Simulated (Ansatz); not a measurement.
Input file for BrClH$_{4}$Si$_{2}$, SMILES `[SiH3][SiH](Cl)Br`:

```yaml
crystal:
  periodic: [false, false, false]
  atoms:
    - {symbol: Si, position_ang: [-0.449084, 1.050824, 0.453531]}
    - {symbol: Si, position_ang: [0.539529, -0.844775, -0.484820]}
    - {symbol: Cl, position_ang: [1.459829, -1.933044, 0.993073]}
    - {symbol: Br, position_ang: [-1.046428, -2.074784, -1.434254]}
    - {symbol: H, position_ang: [-1.118909, 1.829613, -0.619922]}
    - {symbol: H, position_ang: [-1.445184, 0.606459, 1.460348]}
    - {symbol: H, position_ang: [0.595858, 1.884268, 1.103505]}
    - {symbol: H, position_ang: [1.556490, -0.575561, -1.527260]}
basis:
  gaussian: {orbitals: def2-TZVPP}
correlation: {method: ccsd_t}
output: {orbitals: {seedname: orbitals}}
```

```sh
$ ansatz run in.yaml --threads 4 --pin off --events-out ev --progress --plain --max-ram 10444MiB
```

Log, shortened:

```
Functional definition: HF
1367 factors; integrals over basis functions are off by at most 7.1e-4 eV
mean field evaluation 1: about -98292.2498 eV, gradient 1.8e1 eV
mean field evaluation 2: about -98292.5193 eV, gradient 1.9e1 eV
mean field evaluation 4: about -98294.1335 eV, gradient 3.0e0 eV
mean field evaluation 8: about -98294.1803 eV, gradient 1.5e-1 eV
mean field -98294.18044388 eV, -3612.2445051240 hartree, gradient 5.5e-6 eV, S^2 0.000000; 0 other end points of the search recorded, 0 dependent functions left out
24 core orbitals not correlated: weight in the atoms' cores, before any rotation towards them, 1.000 or more for the frozen orbitals, at most 0.000 for the correlated occupied ones
reference -98294.18044388 eV, -3612.2445051240 hartree; 18, 18 occupied and 188, 188 virtual orbitals, 1367 factors
second order -19.29530135 eV of doubles, -0.00000000 eV of singles
cycle   1  -20.17534928 eV  change   -8.8e-1 eV  update   9.4e-2
cycle   2  -20.71341557 eV  change   -5.4e-1 eV  update   2.8e-2
cycle   3  -20.77747809 eV  change   -6.4e-2 eV  update   1.2e-2
cycle   4  -20.76434421 eV  change    1.3e-2 eV  update   3.2e-3
cycle   5  -20.76451664 eV  change   -1.7e-4 eV  update   1.1e-3
cycle   6  -20.76428770 eV  change    2.3e-4 eV  update   3.2e-4
cycle   7  -20.76414934 eV  change    1.4e-4 eV  update   9.6e-5
cycle   8  -20.76419810 eV  change   -4.9e-5 eV  update   3.2e-5
cycle   9  -20.76421010 eV  change   -1.2e-5 eV  update   1.1e-5
perturbative correction -0.78892093 eV, -0.0289923093 hartree
Total energy: -98315.73357491 eV, -3613.0365680801 hartree
```

Run time 110 s (4 threads of an Arm Neoverse V2 on a shared host); peak host memory 3.5 GiB.

MP2 recovers 89.5 % of the CCSD(T) correlation energy and the triples give 3.7 %; T1 = 0.0095.
